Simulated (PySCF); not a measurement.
Species: n-GeGeGeGeH10.
Bonds: Ge1–Ge2, Ge2–Ge3, Ge3–Ge4. Hydrogens: H5, H6, H7 on Ge1; H8, H9 on Ge2; H10, H11 on Ge3; H12, H13, H14 on Ge4.

Computed by this run: PBE0-D3(BJ)/def2-SVP geometry optimisation, gas phase in PySCF 2.14.0; density fitting, grid level 1; the optimiser is geomeTRIC in internal coordinates, started from a GFN2-xTB structure with every atom displaced at random (about 0.03 Å).

Step 0: E = -226178.7385 eV
```
atom  x, y, z in Å  |  force x, y, z in eV/Å
Ge1     3.1411    0.2892    0.4429   -1.697   1.792  -0.982
Ge2     0.9357   -0.6982    0.2215    0.098   1.338   0.382
Ge3    -1.0112    0.6837   -0.2926    2.459   1.032   1.230
Ge4    -2.9814   -0.3576   -0.4111   -4.197  -0.121  -0.072
H5      3.0794    1.4950    1.3622   -0.116   0.264   0.471
H6      3.5788    0.9471   -0.8678    0.053  -0.125  -0.331
H7      4.1825   -0.5707    0.9121    1.531  -1.620   0.733
H8      0.7263   -1.4665    1.4720   -0.336  -0.439   1.169
H9      1.0437   -1.7733   -0.7473    0.100  -1.300  -1.511
H10    -0.7037    1.4442   -1.5223    0.206   0.452  -1.183
H11    -1.0530    1.8140    0.7642   -0.126  -0.171   0.096
H12    -3.7206   -0.5523    0.9545    0.443   0.183  -0.092
H13    -4.1578    0.4283   -1.2577    1.208  -0.375   0.594
H14    -3.0790   -1.7267   -0.9874    0.373  -0.911  -0.504
```

Step 1: E = -226179.5202 eV
```
atom  x, y, z in Å  |  force x, y, z in eV/Å
Ge1     3.1008    0.3440    0.4267    0.099   0.446  -0.036
Ge2     0.9293   -0.7007    0.2305    0.042  -0.676   0.096
Ge3    -0.9503    0.7319   -0.2770    0.609   0.523  -0.057
Ge4    -3.0495   -0.3792   -0.4012   -0.826  -0.579   0.025
H5      3.0226    1.5473    1.3997    0.003  -0.168   0.014
H6      3.5321    0.9499   -0.9293    0.004  -0.145   0.034
H7      4.1841   -0.6420    0.9256   -0.151   0.049  -0.064
H8      0.6685   -1.4639    1.5613   -0.042   0.151  -0.105
H9      1.0243   -1.8260   -0.8417   -0.027   0.190   0.063
H10    -0.6302    1.4944   -1.5890   -0.096  -0.160   0.028
H11    -1.0060    1.8345    0.8026   -0.087  -0.057   0.052
H12    -3.7150   -0.5544    0.9792    0.205   0.040   0.110
H13    -4.0812    0.4120   -1.2086   -0.003   0.259  -0.186
H14    -3.0491   -1.7916   -1.0357    0.273   0.127   0.024
```

Step 2: E = -226179.5948 eV
```
atom  x, y, z in Å  |  force x, y, z in eV/Å
Ge1     3.0762    0.3632    0.4159    0.060   0.123   0.015
Ge2     0.9209   -0.7245    0.2416    0.009  -0.406   0.034
Ge3    -0.9316    0.7455   -0.2669    0.194   0.238  -0.060
Ge4    -3.0594   -0.3835   -0.3993   -0.319  -0.149  -0.064
H5      2.9981    1.5452    1.4051    0.008  -0.068   0.007
H6      3.5020    0.9345   -0.9513    0.006  -0.053   0.009
H7      4.1463   -0.6399    0.9077   -0.085   0.078  -0.046
H8      0.6426   -1.4639    1.5768   -0.013   0.091  -0.073
H9      1.0065   -1.8347   -0.8423   -0.017   0.142   0.072
H10    -0.6254    1.4820   -1.5939   -0.046  -0.085   0.037
H11    -1.0049    1.8376    0.8218   -0.030  -0.020   0.018
H12    -3.6672   -0.5627    1.0058    0.069   0.011   0.020
H13    -4.0651    0.4404   -1.2328    0.072   0.014   0.014
H14    -2.9583   -1.7830   -1.0448    0.092   0.084   0.017
```

Problem. Estimate the geometry and energy of step 3. (The exact step hangs on the optimiser's Hessian estimate; all steps are aligned on step 2, rigid shifts and turns removed.)

Solution. E = -226179.6106 eV, largest force 0.140 eV/Å
```
atom  x, y, z in Å  |  force x, y, z in eV/Å
Ge1     3.0532    0.3719    0.4086   -0.011  -0.035   0.011
Ge2     0.9095   -0.7494    0.2527   -0.005  -0.077   0.006
Ge3    -0.9175    0.7579   -0.2609   -0.019   0.031  -0.004
Ge4    -3.0590   -0.3819   -0.4006    0.133  -0.009   0.041
H5      2.9751    1.5405    1.4072    0.001   0.005   0.008
H6      3.4688    0.9224   -0.9675   -0.001   0.006  -0.004
H7      4.1241   -0.6267    0.8904    0.009   0.027  -0.007
H8      0.6180   -1.4659    1.5892   -0.008   0.018   0.001
H9      0.9860   -1.8421   -0.8367   -0.005   0.026   0.005
H10    -0.6190    1.4713   -1.5966    0.002  -0.011  -0.002
H11    -0.9981    1.8441    0.8327    0.007   0.003  -0.006
H12    -3.6295   -0.5717    1.0165   -0.016  -0.015  -0.004
H13    -4.0434    0.4493   -1.2349   -0.078   0.035  -0.036
H14    -2.8876   -1.7636   -1.0570   -0.010  -0.004  -0.010
```

The energy changes by -0.0158 eV. The first-order estimate −F·Δx gives -0.0308 eV and the mean of the old and new forces, exact on a quadratic surface, -0.0154 eV. The step makes an angle of 69° with the force vector and moves no atom by more than 0.074 Å.

The cost below is that of the whole optimisation. On one thread of an Intel Xeon at 2.50 GHz (shared host), this took 12 min and 1.0 GiB of memory at its peak.
